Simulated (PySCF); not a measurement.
**Radial density of Ar²⁺ (argon, charge +2)**

UHF, [Ne] 3s2 3p4, high-spin 3P determinant. Calculation: PySCF 2.14, in x2c-TZVPPall with one added diffuse shell each of s, p, d type (6s6p4d1f, 51 functions); the spin-free X2C one-electron Hamiltonian (Gaussian nucleus).

```
r (bohr)  4πr²ρ (e/bohr)  4πr²(ρα − ρβ)
 0.00144          0.1148         0.0000
 0.00242          0.3067         0.0000
 0.00407          0.7820         0.0001
 0.00685           1.938         0.0002
  0.0115           4.506         0.0006
  0.0194           9.409         0.0019
  0.0326           16.30         0.0069
  0.0548           20.91         0.0294
  0.0922           17.72         0.1148
   0.155           14.67         0.3058
   0.261           20.71         0.3681
   0.439           14.74         0.0106
   0.738           4.408         0.5645
    1.24           5.021         1.6236
    2.09           1.619         0.5772
    3.51         0.05769         0.0185
    5.91       1.626e-05         0.0000
```

Densities and radii are taken from the X2C orbitals without a picture-change correction, which distorts them close to the nucleus.
